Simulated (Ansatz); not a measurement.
Cartesian coordinates in Å:
```
B -1.3124 0.1711 -0.7117
Si -0.1461 -1.2743 -1.3289
S -0.4337 -0.7675 0.8301
C 0.9688 0.4017 1.1046
O 0.5334 1.5765 1.6792
H -2.4873 -0.0448 -0.6957
H -0.9149 1.3031 -0.7825
H 1.3114 -1.1556 -1.5914
H -0.5729 -2.6849 -1.4978
H 1.6499 -0.0853 1.8017
H 1.4622 0.5479 0.1388
H -0.0584 2.0121 1.0536
```

Total charge 0; spin multiplicity 1. The bonds changed during the relaxation, so this is another structure than the one it started from.

Q: List the r2SCAN/def2-TZVPP orbital energies in eV (the Gaussian-basis code of Ansatz). (Estimate.)

A: Ansatz gave: Occupied: -2409.99, -1791.35, -516.64, -275.84, -214.39, -179.82, -158.46, -158.35, -158.32, -141.81, -96.78, -96.64, -96.58, -28.05, -20.72, -17.61, -14.10, -13.92, -12.56, -11.84, -11.33, -9.86, -9.01, -8.81, -8.37, -7.78, -7.28, -6.35. Lowest empty: -1.42, -0.72, 0.21, 0.53, 0.96, 1.12, 1.68, 2.18.
